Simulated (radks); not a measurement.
Values are calculated unless marked as measured or tabulated.
Initial-state core-level shifts of the sulfur ion S3+ when its valence configuration changes from [Ne] 3s2 3p1. Level of theory: non-relativistic Kohn-Sham, LDA (Slater exchange, Perdew-Wang correlation), spin-unpolarised, spherical densities, point nucleus (a radial shooting solver on a logarithmic mesh with Libxc functionals). Shifts are changes of the shell-averaged eigenvalues in eV (positive: less bound); the change of the density at the nucleus, which sets a Mossbauer isomer shift, is in e/bohr^3, on a base of 2660.

valence	1s	2s	2p	density at nucleus
3s1.5 3p1.5	-0.512	-0.542	-0.526	-5.7082
3s1 3p2	-1.015	-1.076	-1.043	-11.4666
3p3	-1.991	-2.122	-2.055	-23.1317
